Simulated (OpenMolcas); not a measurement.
Rh3+ among 4 point charges of -2.5 e arranged as a tetrahedron (Td).

```
Program             : OpenMolcas
Method              : CASSCF
Basis               : ANO-RCC-VDZP [6s5p3d1f]
Scalar Hamiltonian  : DKH2, point nucleus
Active space        : 6 electrons in 5 orbitals (4d)
State averaging     : 2S+1 = 5 even, 5 roots; 2S+1 = 3 even, 45 roots; 2S+1 = 1 even, 50 roots
Spin-orbit coupling : state interaction with AMFI integrals over the reference wave functions
```

All point charges move together. At R = 2.26 Å the first state of the same spin is 2371 cm-1, and at R = 2.51 Å it is 1564 cm-1.

Task: A third run gives 3401 cm-1. What distance was it run at?

Result: With a power law R^-n the two known points give n = -ln(1564 / 2371) / ln(2.51 / 2.26) = 3.97. Then R = 2.26 × (2371 / 3401)^(1/3.97) = 2.064 Å. The run was at 2.04 Å, so the estimate is off by +0.024 Å.

An orbital doublet at a regular site is open to a Jahn-Teller distortion, which this geometry leaves out. Without dynamic correlation the repulsion within the d shell is too large (B by tens of per cent), so at a given field states of lower spin stand too high. Point charges give a weaker field than real ligands, and real ions of this kind are as a rule low spin; the high spin found here belongs to the model. The ground term spreads over less than 5000 cm-1, several times less than with real ligands, so orbital moments are less quenched and χT lies further from the spin-only value than at real sites. Point charges carry no covalency, so the field is a model and not that of real ligands. No measured value stands beside these numbers.
